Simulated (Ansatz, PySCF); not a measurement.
Energy difference R1 + R2 → P1 + P2, each structure at its B3LYP-D3(BJ)/def2-TZVP stationary point, reached from a drawn start (curvature not checked).
R1: H7NSi2 (SMILES [SiH3]N[SiH3]), charge 0, multiplicity 1.
R2, H2O (SMILES O) (charge 0, multiplicity 1):
| atom | x (Å) | y (Å) | z (Å) |
|---|---|---|---|
| O | 0.0000 | 0.0000 | 0.3896 |
| H | 0.0000 | 0.7650 | -0.1949 |
| H | 0.0000 | -0.7650 | -0.1949 |
P1: H5NSi (SMILES N[SiH3]), charge 0, multiplicity 1.
P2: H4OSi (SMILES O[SiH3]), charge 0, multiplicity 1.

P less R. No zero-point or thermal terms.

Cores are frozen in the correlated methods. CBS(a, b) extrapolates the correlation energy as X⁻³ and adds the Hartree–Fock energy of set b.

The values were computed with Ansatz (an electronic-structure program); PySCF for the D3/D4 terms. Each number belongs to the level named beside it.

PBE/def2-TZVPP gives -7.65 kcal/mol for the reaction energy.

Task: How do the other levels lie against it? Give each less PBE: PBE-D3(BJ)/def2-TZVPP, r2SCAN/def2-TZVPP, B3LYP/def2-TZVPP, wB97M-V/def2-TZVPP, B2PLYP/def2-TZVPP, MP2/CBS(cc-pV(T+d)Z, cc-pV(Q+d)Z), CCSD(T)/CBS(cc-pV(T+d)Z, cc-pV(Q+d)Z).

Result: PBE-D3(BJ)/def2-TZVPP 0.96; r2SCAN/def2-TZVPP -0.42; B3LYP/def2-TZVPP -1.49; wB97M-V/def2-TZVPP 0.28; B2PLYP/def2-TZVPP -0.73; MP2/CBS(cc-pV(T+d)Z, cc-pV(Q+d)Z) 0.77; CCSD(T)/CBS(cc-pV(T+d)Z, cc-pV(Q+d)Z) 0.69 kcal/mol. 4 of 7 lie above PBE; the widest gap is to B3LYP/def2-TZVPP.
